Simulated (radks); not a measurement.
The numbers below are computed, except where a source is named.
The mean radii <r> (bohr) of the occupied orbitals of an atom or ion are listed with their occupations. Code: a radial shooting solver on a logarithmic mesh with Libxc functionals. Model: scalar-relativistic Kohn-Sham, r2SCAN, spin-polarised, spherical densities, finite nucleus; meta-GGA in the generalised Kohn-Sham scheme; Fermi nuclear charge, rms radius of each element as measured or else 0.836 A^(1/3) + 0.57 fm.

| orbital | occ. | <r> |
|---|---|---|
| 1s down | 1 | 0.01835 |
| 1s up | 1 | 0.01835 |
| 2s up | 1 | 0.07756 |
| 2s down | 1 | 0.07756 |
| 2p up | 3 | 0.06944 |
| 2p down | 3 | 0.06944 |
| 3s up | 1 | 0.2008 |
| 3s down | 1 | 0.2008 |
| 3p up | 3 | 0.2012 |
| 3p down | 3 | 0.2012 |
| 3d up | 5 | 0.1824 |
| 3d down | 5 | 0.1824 |
| 4s up | 1 | 0.4496 |
| 4s down | 1 | 0.4497 |
| 4p up | 3 | 0.4778 |
| 4p down | 3 | 0.4778 |
| 4d up | 5 | 0.5114 |
| 4d down | 5 | 0.5113 |
| 5s up | 1 | 1.076 |
| 5s down | 1 | 1.064 |
| 5p up | 3 | 1.259 |
| 5p down | 3 | 1.239 |
| 4f up | 7 | 0.6099 |
| 4f down | 7 | 0.6046 |
| 6s up | 1 | 3.052 |
| 5d up | 4 | 2.011 |
| 6s down | 1 | 3.453 |

Name the element and its charge. Open shells, if any, are filled with parallel spins first.

Answer. Z = 74, tungsten, charge 0: W in [Xe] 4f14 5d4 6s2. The 1s radius gives Z: for a bare nucleus <r> = (2 gamma + 1)/(2Z) with gamma = sqrt(1 - (Z/c)^2), 0.01813 bohr for Z = 74, and screening makes it slightly larger (0.01835 here). The occupations add up to 74, and the charge is Z minus that.
